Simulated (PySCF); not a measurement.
## Spinor energies of N²⁺ (nitrogen, charge +2)

Start: [He] 2s1 2p1 3s1; 2s1/2 filled at m_j = +1/2; 2p3/2 filled at m_j = +3/2; 3s1/2 filled at m_j = +1/2. Calculated with PySCF 2.14 in x2c-TZVPall-2c with one added diffuse shell each of s, p, d type (6s4p3d1f, 40 functions): generalised Hartree-Fock with the X2C-1e Hamiltonian and a Gaussian nucleus; one run each with spin-orbit coupling (SO) switched off, then screened by Boettger's factors. This is a chosen level, not necessarily the ground level.

```tsv
spinor shell	electrons	ε, spin-free (eV)	ε, screened SO (eV)	weight of nominal j (screened SO)	rms radius, screened SO (bohr)
1s1/2	2	-479.71	-479.71	1.000	0.264
2s1/2	1	-69.965	-69.967	1.000	1.19
2p3/2	1	-59.273	-59.263	1.000	1.15
3s1/2	1	-19.851	-19.852	0.999	3.36
```

```json
{"quantity": "E (hartree)", "spin-free": "-51.61104", "screened SO": "-51.61068"}
{"quantity": "M_J", "spin-free": "5/2", "screened SO": "5/2"}
{"quantity": "⟨J²⟩", "spin-free": "8.755", "screened SO": "8.755"}
{"quantity": "⟨L²⟩", "spin-free": "2.005", "screened SO": "2.005"}
{"quantity": "⟨S²⟩", "spin-free": "3.750", "screened SO": "3.750"}
```

Each row is a mean over spinors that exchange with the open shell spreads, by up to 4.389 eV (1s1/2).

Without spin-orbit coupling the j labels of p, d and f shells carry no meaning; the spin-free column gives the mean over the occupied spinors of each nl shell.
